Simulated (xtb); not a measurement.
Harmonic IR lines of one isomer of C2HNO, unscaled. Calculation: GFN2-xTB run with xtb.

```csv
wavenumber (cm⁻¹),relative intensity
218,9.7
912,14
1329,9.5
1773,100
2372,5.0
2762,35
```

Problem. Say which structure gives these lines.
A) `N#CC=O`
B) `O=c1cn1`
C) `N=C=C=O`

Solution. A, `N#CC=O`
